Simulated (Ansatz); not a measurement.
Reaction (isomerisation): `NC[CH2][GeH3]` → `CN[CH2][GeH3]`

Computed with Ansatz on PBE0-D4/def2-TZVP structures; ΔE is electronic, products minus reactants. CCSD(T)/CBS is the MP2 limit (def2-TZVPP, def2-QZVPP) plus CCSD(T) − MP2 in def2-TZVPP, frozen cores. Functionals use def2-TZVPP. B3LYP here is the variant with VWN-RPA as its local correlation; programs differ in this. For Ge outer-core shells are correlated without core-valence functions, which leaves a few kJ/mol of doubt a bond. Scalar relativity is left out up to krypton. Each species was taken in one conformer, which may not be the lowest.

```csv
level,ΔE (kJ/mol),difference from CCSD(T)/CBS
PBE-D4,32.9,-5.7
PBE0-D4,35.2,-3.4
B3LYP-D4,32.1,-6.5
ωB97M-V,36.0,-2.6
B2PLYP,34.5,-4.1
HF/def2-TZVPP,34.4,-4.2
CCSD(T)/def2-TZVPP,37.1,-1.5
MP2/def2-QZVPP,39.6,1.0
HF/CBS(def2),34.3,-4.3
CCSD/CBS(def2),38.6,0.0
CCSD(T)/CBS,38.6,0
```

Largest T1 diagnostic among the species: 0.010.
